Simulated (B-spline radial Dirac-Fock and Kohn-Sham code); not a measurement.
# How the settings move the core levels of Ta

ΔSCF core binding energies without Breit or QED terms, calculated with a B-spline atomic structure program. Keys: rel is the Hamiltonian (dirac, or spin-free x2c and nr, where L3 and M5 stand for the whole 2p and 3d shells), method is hf or an exchange,correlation pair (spin-unpolarised, also for the hole states), nuc the nuclear model, radius_factor scales its radius, rmax is the box in bohr, h the logarithmic mesh step, order the B-spline order, points the quadrature points per cell, c_factor scales the speed of light, and damp, ndamp, maxit and tol steer the iteration. The run stops when the commutator error falls below 10·tol·max(1, Z/10), or the numerical noise floor, and the energy has settled to about 1e-8 Ha; the virial ratio is −V/T.

Base input:

```json
{"items": [{"Z": 73, "q": 0, "cfg": [[1, 0, 2], [2, 0, 2], [2, 1, 6], [3, 0, 2], [3, 1, 6], [3, 2, 10], [4, 0, 2], [4, 1, 6], [4, 2, 10], [4, 3, 14], [5, 0, 2], [5, 1, 6], [5, 2, 3], [6, 0, 2]], "A": 181, "rrms": 5.3507, "do": "settings", "holes": ["K", "L3", "M5"],
  "settings": [{"rel": "dirac", "method": "hf", "nuc": "fermi", "radius_factor": 1.0, "rmax": 45.0, "h": 0.3, "order": 8, "points": 10, "c_factor": 1.0, "maxit": 60, "damp": 0.5, "ndamp": 3, "tol": 1e-08}]}]}
```

The ground state converged in 11 iterations, with total energy -15616.57817 Ha, virial ratio 1.89139 and highest orbital energy -6.91 eV. ΔSCF binding energies: K (1s) 67750.5 eV, L3 (2p3/2) 9913.4 eV, M5 (3d5/2) 1743.5 eV.

Changes from the base run:

```csv
changed setting,Δ total energy (Ha),Δ K (eV),Δ L3 (eV),Δ M5 (eV),iterations
nuc = "sphere"; radius_factor = 0.5; h = 0.4,-1.56274,+17.50,-0.11,-0.02,11
damp = 0.0,0.00000,0.00,0.00,0.00,13
radius_factor = 0.5,-1.57927,+17.58,-0.10,-0.03,11
c_factor = 10.0,+810.18835,-5289.63,-43.28,+39.67,11
rmax = 25.0; h = 0.4; damp = 0.0,+0.01663,+0.01,+0.01,+0.02,13
h = 0.4,+0.01670,+0.01,+0.01,+0.02,11
nuc = "sphere",+0.00391,-0.04,0.00,0.00,11
order = 7,+0.00019,0.00,0.00,0.00,11
radius_factor = 2.0,+5.00653,-55.73,+0.33,+0.08,11
order = 9,-0.00003,0.00,0.00,0.00,11
tol = 1e-06,0.00000,0.00,0.00,0.00,9
nuc = "sphere"; damp = 0.0; tol = 1e-06,+0.00391,-0.04,0.00,0.00,11
rel = "x2c",+16.49978,-73.95,+380.75,+23.67,11
rmax = 60.0; c_factor = 100.0; tol = 1e-06,?,?,?,?,?
```

Q: What does the change rmax = 60.0; c_factor = 100.0; tol = 1e-06 do?

A: The total energy moves by +817.18292 Ha and the binding energies by K -5334.84 eV, L3 -43.83 eV, M5 +40.03 eV; the run takes 9 iterations.
